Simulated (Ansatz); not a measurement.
**One elementary step**

Start structure (GeH2ClF3, closed shell), relaxed at PBE0-D4/def2-TZVP:

```xyz
7
angstrom
Ge -0.6080 0.4366 -0.6519
Cl 0.4767 -0.9535 -1.7673
F -1.7041 1.2825 -1.6362
F -1.5034 -0.3168 0.5789
F 0.4130 1.5818 0.0763
H 1.6230 -1.2580 1.4661
H 1.3028 -0.7725 1.9342
```

The step: GeClF₃ ([F][Ge]([F])([F])[Cl]) + H₂ → GeHF₃ ([F][GeH]([F])[F]) + HCl; bonds formed: Ge1–H7, Cl2–H6; bonds broken: Ge1–Cl2, H6–H7. Program: Ansatz 0.2.0. Basis: def2-TZVPP and def2-QZVPP. Cores are frozen in the correlated methods. Filled d shells of the heavier atoms are correlated. The def2 sets are not built for correlating such inner shells, so the correlated values are less sure here. Extrapolation: Hartree–Fock as exp(−7.88 √X), correlation as X^−2.97. Energies below are by CCSD(T) at an estimated basis limit (MP2 extrapolated from triple and quadruple zeta, plus CCSD(T) − MP2 in triple zeta).

(1) What are the electronic barrier and the energy of the step, from the start structure to the end structure? (Judge from chemistry; the value comes from the calculation.)

T1 diagnostic: at most 0.013. The start structure is not quite a true minimum (one mode of 83i cm⁻¹).

## Answers

(1) By the calculation: Barrier 56.32 kcal/mol; step energy 5.97 kcal/mol (uphill); reverse barrier, their difference, 50.36 kcal/mol. Barrier and step energy count from the start structure, the reverse barrier from the end structure.

The saddle point: One imaginary mode of 1211i cm⁻¹.
```tsv
pair	start (Å)	saddle (Å)	end (Å)
Ge1–H7	3.44	1.70	1.51
Cl2–H6	3.44	1.52	1.28
Ge1–Cl2	2.09	2.43	3.61
H6–H7	0.75	1.07	3.45
```

Zero-point energy (harmonic, PBE0-D4): ZPE is 12.53 kcal/mol at the start and 13.53 kcal/mol at the saddle, so the barrier goes from 56.32 to 57.32 kcal/mol.

Labels in which every atom is bracketed show which atoms are joined, not bond orders.

For scale, one of the runs: CCSD(T)/def2-TZVPP, 211 basis functions, launched by `ansatz run in.yaml --threads 8 --pin off --events-out ev --progress --plain --max-ram 19148MiB`. The run took 41 s on 8 CPU threads of an Intel Xeon Platinum 8488C (shared host), with 3.3 GiB of host memory at its peak.
